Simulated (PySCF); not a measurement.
Electron correlation in Cl⁺ (chlorine, charge +1)

[Ne] 3s2 3p4, high-spin 3P determinant. Computed with PySCF 2.14 in x2c-TZVPall (5s5p2d1f, 37 functions), with the spin-free X2C one-electron Hamiltonian (Gaussian nucleus). Frozen: [Ne]; 6 electrons correlated.

MP2 pair energies summed by pair of shells (mhartree):

```tsv
pair	energy	share (%)
3p-3p	-56.74	47.0
3s-3p	-54.92	45.5
3s-3s	-9.10	7.5
```

Total MP2 correlation energy: -120.76 mhartree.

Same-spin part -28.05 and opposite-spin part -92.71 mhartree; SCS-MP2 scales them by 1/3 and 6/5 to -120.60 mhartree.

| level | correlation energy (mhartree) |
| --- | --- |
| CCSD | -146.27 |
| (T) | -4.30 |
| CCSD(T) | -150.57 |

Diagnostics: T1 = 0.0086, D1 = 0.0278, largest double amplitude 0.059.

Cost of the coupled-cluster step: 0.42 s of wall time on 1 thread of Neoverse-V2 (shared host), for 6 correlated electrons.

Iterations:

```
CC2 = 0
CCSD nocc = (np.int64(4), np.int64(2)), nmo = (32, 32)
frozen orbitals [[0, 1, 2, 3, 4], [0, 1, 2, 3, 4]]
max_cycle = 100
direct = 0
conv_tol = 1e-08
conv_tol_normt = 1e-06
diis_space = 8
diis_start_cycle = 0
Init t2, MP2 energy = -0.120761347795914
Init E_corr(UCCSD) = -0.120761347796603
cycle = 1  E_corr(UCCSD) = -0.140040089226349  dE = -0.0192787414  norm(t1,t2) = 0.0429266
cycle = 2  E_corr(UCCSD) = -0.14432448793933  dE = -0.00428439871  norm(t1,t2) = 0.014162
cycle = 3  E_corr(UCCSD) = -0.146323905878684  dE = -0.00199941794  norm(t1,t2) = 0.0057184
cycle = 4  E_corr(UCCSD) = -0.146266235078951  dE = 5.76707997e-05  norm(t1,t2) = 0.000701929
cycle = 5  E_corr(UCCSD) = -0.146269158491506  dE = -2.92341256e-06  norm(t1,t2) = 9.02146e-05
cycle = 6  E_corr(UCCSD) = -0.146268899992957  dE = 2.58498549e-07  norm(t1,t2) = 1.63933e-05
cycle = 7  E_corr(UCCSD) = -0.146269232562048  dE = -3.32569091e-07  norm(t1,t2) = 2.65487e-06
cycle = 8  E_corr(UCCSD) = -0.146269140574052  dE = 9.19879955e-08  norm(t1,t2) = 7.04624e-07
cycle = 9  E_corr(UCCSD) = -0.146269154065288  dE = -1.34912353e-08  norm(t1,t2) = 1.57142e-07
cycle = 10  E_corr(UCCSD) = -0.146269153503054  dE = 5.62233593e-10  norm(t1,t2) = 3.21848e-08
UCCSD converged
E(UCCSD) = -460.6018834456294  E_corr = -0.1462691535030542
UCCSD(T) correction = -0.00430186878771515
```
